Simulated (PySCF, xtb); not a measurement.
F₃S, SMILES F[S+](F)F, charge +1.

Harmonic wavenumbers (cm⁻¹) from xtb with GFN2-xTB at its own minimum, in rising order: 251, 251, 343, 777, 778, 823.

**Question.** What does B3LYP-D3(BJ)/def2-TZVP run with PySCF give at its own minimum? (An estimate is asked for; the answer gives what the named calculation found.)

**Answer.** 378, 378, 523, 962, 966, 966. Paired by order, the mean absolute difference is 158 cm⁻¹ and the zero-point energies are 4.6 and 6.0 kcal/mol.
